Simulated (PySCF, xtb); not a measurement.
C2H4Cl2Ge, SMILES C=[CH][GeH]([Cl])[Cl]. The values are those of a single conformer.

Harmonic wavenumbers (cm⁻¹) from xtb with GFN2-xTB at its own minimum, in rising order: 41, 103, 122, 139, 308, 351, 363, 479, 524, 617, 645, 918, 983, 1018, 1229, 1392, 1650, 1768, 3041, 3068, 3092.

### Question
What does PySCF 2.14.0 with r2SCAN-D4/def2-SVP give at its own minimum? (An estimate is asked for; the answer gives what the named calculation found.)

### Answer
70, 132, 146, 176, 336, 408, 432, 513, 602, 714, 739, 985, 994, 1017, 1257, 1403, 1660, 2179, 3124, 3152, 3228. Paired by order, the mean absolute difference is 67 cm⁻¹ and the zero-point energies are 31.2 and 33.3 kcal/mol.
